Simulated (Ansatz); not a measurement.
Consider the cleavage of the Si–B bond: `C#CSB[SiH2]C` + `[NH2][AlH2]` → `C[SiH2][NH][AlH2]` + `BSC#C`.

Isolated molecules relaxed with PBE0-D4/def2-TZVP in Ansatz; ΔE leaves out vibrations. CBS: MP2 limit from def2 TZ/QZ plus the TZ coupled-cluster correction, frozen cores. This one scheme is used for every species. DFT in def2-TZVPP. Each species was taken in one conformer, which may not be the lowest.

```json
{"level": "PBE0-D4", "ΔE (kJ/mol)": "-54.7"}
{"level": "CCSD(T)/def2-TZVPP", "ΔE (kJ/mol)": "-64.7"}
```

(1) What does CCSD(T)/CBS give? (An estimate is asked.)

Largest T1 diagnostic among the species: 0.014.

Results:

(1) The calculation gave: -63.5 kJ/mol. The listed levels differ from it by 8.8, -1.2 kJ/mol.

In def2-TZVPP, CCSD(T) changes the Hartree–Fock value by +26.5 kJ/mol (the triples alone add +4.5 kJ/mol) and MP2 by +27.4 kJ/mol. The D4 term adds +7.6 kJ/mol with B3LYP and +4.5 kJ/mol with PBE0; it sums over pairs of atoms, weighted by their polarisabilities, and B3LYP, whose exchange is more repulsive, gets the larger term.

B3LYP here is the variant with VWN-RPA as its local correlation; programs differ in this.
